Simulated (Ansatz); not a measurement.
`F[CH](F)[GeH2][SiH3]` and `OC(F)F` differ in one atom or group.

Ansatz, PBE0-D4/def2-TZVP geometries, multiplicity 1. Each molecule was computed in one conformer, which needn't be the lowest.

Scalar relativity is left out up to krypton.

| property | `F[CH](F)[GeH2][SiH3]` |
| --- | --- |
| LUMO energy (B3LYP/def2-TZVPP) / eV | -0.20 |
| HOMO–LUMO gap (ωB97M-V/def2-TZVPP) / eV | 12.08 |
| LUMO energy (PBE0/def2-TZVPP) / eV | 0.01 |
| size of the dipole moment (ωB97M-V/def2-TZVPP) / D | 1.65 |
| HOMO–LUMO gap (PBE0/def2-TZVPP) / eV | 8.22 |
| LUMO energy (ωB97M-V/def2-TZVPP) / eV | 1.75 |

**Question.** What does the change do to each property? (Best estimate.)

**Answer.** The calculation gave: 
```json
{"property": "LUMO energy (B3LYP/def2-TZVPP) / eV", "`OC(F)F`": "0.68", "shift": "0.88"}
{"property": "HOMO–LUMO gap (ωB97M-V/def2-TZVPP) / eV", "`OC(F)F`": "15.13", "shift": "3.05"}
{"property": "LUMO energy (PBE0/def2-TZVPP) / eV", "`OC(F)F`": "1.12", "shift": "1.11"}
{"property": "size of the dipole moment (ωB97M-V/def2-TZVPP) / D", "`OC(F)F`": "0.76", "shift": "-0.89"}
{"property": "HOMO–LUMO gap (PBE0/def2-TZVPP) / eV", "`OC(F)F`": "11.17", "shift": "2.95"}
{"property": "LUMO energy (ωB97M-V/def2-TZVPP) / eV", "`OC(F)F`": "2.56", "shift": "0.81"}
```

With PBE0 the HOMO falls by 1.85 eV and the LUMO rises by 1.11 eV, so the gap widens by about 2.96 eV. PBE moves the HOMO by -1.25 eV and ωB97M-V by -2.24 eV. Dipoles are sizes alone; their direction can turn.

B3LYP here is the variant with VWN-RPA as its local correlation; programs differ in this.
